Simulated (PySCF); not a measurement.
Species: `CC/C=C\COCC`. The columns A, B, C and D hold Mulliken, IAO, Hirshfeld and ESP-fitted charges (e) of one PBE0/pcSseg-1 density (PySCF), in a shuffled order. Coordinates in Å (GFN2-xTB); the density's dipole moment is (0.54, 0.78, -0.10) D.

| atom | x | y | z | A | B | C | D |
| --- | --- | --- | --- | --- | --- | --- | --- |
| C1 | -3.075 | 0.032 | 0.569 | -0.274 | -0.116 | -0.412 | -0.463 |
| C2 | -1.569 | 0.032 | 0.836 | -0.231 | -0.070 | -0.264 | +0.415 |
| C3 | -0.901 | 1.130 | 0.072 | -0.153 | -0.033 | -0.128 | -0.353 |
| C4 | -0.074 | 0.968 | -0.950 | -0.243 | -0.060 | -0.194 | -0.200 |
| C5 | 0.345 | -0.363 | -1.526 | +0.114 | +0.003 | -0.068 | -0.057 |
| O6 | 0.895 | -1.285 | -0.604 | -0.518 | -0.134 | -0.398 | -0.410 |
| C7 | 2.236 | -1.055 | -0.242 | +0.014 | +0.005 | -0.043 | +0.228 |
| C8 | 2.438 | 0.086 | 0.751 | -0.298 | -0.131 | -0.436 | -0.164 |
| H9 | -3.271 | -0.148 | -0.486 | +0.113 | +0.037 | +0.139 | +0.125 |
| H10 | -3.563 | -0.747 | 1.149 | +0.115 | +0.041 | +0.141 | +0.087 |
| H11 | -3.513 | 0.991 | 0.841 | +0.106 | +0.037 | +0.135 | +0.109 |
| H12 | -1.399 | 0.190 | 1.905 | +0.126 | +0.042 | +0.139 | -0.033 |
| H13 | -1.140 | -0.930 | 0.560 | +0.145 | +0.033 | +0.151 | -0.001 |
| H14 | -1.152 | 2.134 | 0.392 | +0.096 | +0.042 | +0.138 | +0.151 |
| H15 | 0.341 | 1.837 | -1.443 | +0.093 | +0.038 | +0.139 | +0.143 |
| H16 | -0.535 | -0.874 | -1.934 | +0.132 | +0.045 | +0.155 | +0.140 |
| H17 | 1.057 | -0.197 | -2.348 | +0.106 | +0.035 | +0.119 | +0.097 |
| H18 | 2.841 | -0.872 | -1.145 | +0.086 | +0.030 | +0.109 | +0.009 |
| H19 | 2.563 | -1.996 | 0.209 | +0.116 | +0.042 | +0.146 | +0.029 |
| H20 | 1.809 | -0.069 | 1.624 | +0.121 | +0.039 | +0.145 | +0.055 |
| H21 | 3.479 | 0.115 | 1.063 | +0.109 | +0.043 | +0.141 | +0.028 |
| H22 | 2.176 | 1.041 | 0.304 | +0.126 | +0.031 | +0.143 | +0.066 |

Question: Which column most likely holds the ESP-fitted charges?

Answer: D. Σ q r misses the density's dipole by 0.08 D (D), 0.25 D (A), 0.54 D (C), 0.58 D (B). Charges fitted to the outside potential are the only set here that is tied to the molecule's multipoles.

Question: And the Hirshfeld charges?

Answer: B. The mean sizes are 0.049 e (B), 0.153 e (D), 0.156 e (A), 0.176 e (C), and Hirshfeld charges are commonly the smallest of these schemes.

As computed, A = Mulliken, B = Hirshfeld, C = IAO, D = ESP-fitted. Hydrogens on carbon: Mulliken +0.09 to +0.14, Hirshfeld +0.03 to +0.04, IAO +0.11 to +0.15, ESP-fitted -0.03 to +0.15 e.

The IAO scheme counts the electrons in orthogonalised intrinsic atomic orbitals, a minimal basis polarised so that it spans the occupied orbitals exactly. The Mulliken scheme counts on each atom the diagonal of the density matrix times the overlap matrix over that atom's basis functions.

Isolated species at its GFN2-xTB geometry (one conformer only).

Shape of the structure used: `[CH3:1][CH2:2]/[CH:3]=[CH:4]\[CH2:5][O:6][CH2:7][CH3:8]`: C1–C2–C3–C4 -111°, C3–C4–C5–O6 -54°, C4–C5–O6–C7 -78°, C5–O6–C7–C8 77°.
